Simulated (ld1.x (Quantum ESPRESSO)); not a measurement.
## Before and after: TM potential for xenon

```json
{"Element": "xenon", "Generator": "ld1.x (Quantum ESPRESSO) 7.5", "Type": "norm-conserving Troullier–Martins (Kleinman–Bylander form)", "Functional": "PBE", "Relativity": "scalar-relativistic", "Frozen core": "[Kr]", "Valence charge": "18", "Reference configuration": "4d10 5s2 5p5 (charge +1)", "Partial waves": "5p (bound): rc 1.65 bohr; 4d (bound): rc 1.20 bohr; 5s (bound): rc 1.60 bohr", "Local potential": "the s channel", "Core correction": "a·sin(br)/r model core, default radius (core density twice the valence density)"}
```

Change: all radii but the core radius scaled by about 0.76 (s 1.22, p 1.26, d 0.92 bohr).

Cutoffs: the cutoffs (Ry, on a coarse ladder) from which the occupation-weighted sum of valence levels, in a spherical-Bessel basis at the reference potential, stays within 10 and 1 mRy of its value at 400 Ry; they do not see the model core or the augmentation charge, which bear on the density cutoff. Errors are all-electron minus pseudo energies relative to the spin-unpolarised reference configuration.

Task: Predict the effect on cutoff, ghosts and configuration errors.

Result: The potential gets harder (140 Ry and 200 Ry → 200 Ry and 300 Ry); a bound ghost appears in p, which as a rule spoils a file; the s channel binds one level more than in the base; of the 7 tests that both files solve, the error grows in 2 and shrinks in 4 by more than 15 % and 0.3 meV (median size 4.4 → 7.2 meV). A smaller radius makes the pseudo-wave follow the all-electron one further in, where it bends more sharply, so more plane waves are needed.

```tsv
quantity	base	changed
cutoff, loose	140 Ry	200 Ry
cutoff, tight	200 Ry	300 Ry
loose cutoff by channel (10 mRy a level)	p 15 Ry, d 110 Ry, s 30 Ry	p 180 Ry, d 110 Ry, s 60 Ry
bound ghosts	none	p
error for 4d10 5s2 5p6, meV [ΔE -12.54 eV]	+6.5	+0.3
error for 4d10 5s2 5p4, meV [ΔE 21.75 eV]	-1.9	-7.7
error for 4d10 5s2 5p3, meV [ΔE 53.47 eV]	+4.4	-14
error for 4d10 5s1 5p6, meV [ΔE 12.15 eV]	-2.7	-3.1
error for 4d9 5s2 5p6, meV [ΔE 55.17 eV]	-577	-186
error for 4d10 5s2 5p5.5, meV [ΔE -7.37 eV]	+3.0	+1.1
error for 4d10 5s2 5p2, meV [ΔE 95.79 eV]	+20	+7.2
```

 A true bound ghost makes a file unfit for plane-wave use even where its test errors are small: the radial tests pick states by their node count and pass the ghost by.
